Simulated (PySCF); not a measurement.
Vertical excitations of a molecule CH₅F₃Si₂ from TDDFT-PBE/def2-SVPD in PySCF 2.14.0, as energy in eV (oscillator strength): 5.71 (0.018), 6.12 (0.029), 6.53 (0.004), 7.03 (0.037), 7.23 (0.002), 7.65 (0.006), 7.77 (0.100), 7.85 (0.196), 7.99 (0.009), 8.17 (0.003). Lowest triplet (TDA): 5.02 eV. Geometry: PBE-D3(BJ)/def2-SVP. One conformer was computed; it need not be the lowest.

Task: Which molecule gave these data?
A. F[SiH2]C[SiH](F)F
B. C[Si@H](F)[SiH](F)F
C. F[C@@H]([SiH3])[SiH](F)F
D. C[SiH2][Si](F)(F)F

Result: B, C[Si@H](F)[SiH](F)F
